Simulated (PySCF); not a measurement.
Work out the structure from these simulated measurements.

Elements present: Cl and Se. Monoisotopic mass: 149.8542 u.

* Polarisability: 58.5 au [B3LYP/def2-SVPD]
* Dipole: 1.12 D [B3LYP/def2-SVPD]
* NMR, other nuclei: isotropic shieldings of nuclei other than C and H, by class: 739 (2 Cl), -693 (1 Se) ppm [GIAO KT2/pcSseg-1]
* XPS: Cl2p3/2 206.6 (×2), Cl1s 2829.2 (×2) eV [ΔSCF SCAN, pcX-2 on the ionised atom, pcseg-1 elsewhere, spin-free X2C, 2p3/2 from a spin–orbit splitting computed afterwards within the 2p shell]
* Triplet: lowest triplet excitation (Tamm–Dancoff): 1.85 eV [TDA B3LYP/def2-SVPD]
* Rotational structure: rotational constants A, B, C: 7.135, 2.572, 1.891 GHz [PBE0-D3(BJ)/def2-SVP]

Gas-phase values; electronic properties from PySCF, density fitting. Levels stand in brackets. Geometry: PBE0-D3(BJ)/def2-SVP; no solvent, vibrations or thermal averaging. The calculation (core ionisation apart) is non-relativistic and has no spin–orbit coupling, an omission that weighs most on selenium. NMR values are class means; diastereotopic atoms form classes of their own.

Q: Which formula fits the mass and the elements?

A: SeCl2 (calculated 149.8542). No other formula that holds each of these elements comes within 0.0003 u with a fitting electron parity and a possible valence count.

Q: Propose a structure and show how it fits.

A: The other shieldings belong to: 739 ppm, chlorine bonded to Se; -693 ppm, selenium bonded to 2 Cl. The core levels belong to: Cl2p3/2 206.6 eV, chlorine bonded to Se; Cl1s 2829.2 eV, chlorine bonded to Se. No core level of Se was computed. The optimised geometry has point group C2v and is an asymmetric top. Structure: `Cl[Se]Cl`. The assignments are read from this structure; whether some other isomer fits the data as well wasn't checked.
